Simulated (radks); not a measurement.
Values are calculated unless marked as measured or tabulated.
The silver ion Ag+, configuration [Kr] 4d10. Level of theory: scalar-relativistic Kohn-Sham, PBEsol, spin-polarised, spherical densities, finite nucleus; Fermi nuclear charge, rms radius 4.5454 fm (a radial shooting solver on a logarithmic mesh with Libxc functionals).

Radial electron density D(r) = 4 pi r^2 rho(r):

| r (bohr) | D(r) (e/bohr) |
|---|---|
| 0.001071 | 1.405 |
| 0.001227 | 1.788 |
| 0.001394 | 2.239 |
| 0.001597 | 2.836 |
| 0.00183 | 3.582 |
| 0.002096 | 4.510 |
| 0.002383 | 5.583 |
| 0.00273 | 6.976 |
| 0.003128 | 8.676 |
| 0.003583 | 10.73 |
| 0.004072 | 13.03 |
| 0.004666 | 15.91 |
| 0.005345 | 19.27 |
| 0.006124 | 23.13 |
| 0.00696 | 27.20 |
| 0.007975 | 31.93 |
| 0.009136 | 36.98 |
| 0.01047 | 42.17 |
| 0.0119 | 46.97 |
| 0.01363 | 51.69 |
| 0.01562 | 55.65 |
| 0.01789 | 58.52 |
| 0.02033 | 59.96 |
| 0.0233 | 60.02 |
| 0.02669 | 58.67 |
| 0.03058 | 56.33 |
| 0.03475 | 53.90 |
| 0.03982 | 52.01 |
| 0.04562 | 51.83 |
| 0.05226 | 54.08 |
| 0.0594 | 58.48 |
| 0.06805 | 64.81 |
| 0.07796 | 71.16 |
| 0.08932 | 75.40 |
| 0.1015 | 75.79 |
| 0.1163 | 71.81 |
| 0.1333 | 64.48 |
| 0.1527 | 56.64 |
| 0.1735 | 51.77 |
| 0.1988 | 51.26 |
| 0.2278 | 54.96 |
| 0.2609 | 59.61 |
| 0.2966 | 60.95 |
| 0.3398 | 56.45 |
| 0.3893 | 46.22 |
| 0.446 | 33.69 |
| 0.5069 | 23.75 |
| 0.5807 | 17.87 |
| 0.6653 | 16.75 |
| 0.7622 | 18.01 |
| 0.8663 | 18.89 |
| 0.9925 | 18.00 |
| 1.137 | 15.25 |
| 1.303 | 11.63 |
| 1.481 | 8.312 |
| 1.696 | 5.435 |
| 1.944 | 3.353 |
| 2.227 | 1.956 |
| 2.531 | 1.110 |
| 2.899 | 0.5634 |
| 3.322 | 0.2595 |
| 3.806 | 0.1064 |
| 4.325 | 0.04052 |
| 4.955 | 0.01234 |

D(r) has 4 maxima, at r = 0.0219, 0.0968, 0.290, 0.873 bohr, and minima at 0.0431, 0.188, 0.644 bohr, inside which lie 2.01, 11.14, 28.97 electrons.
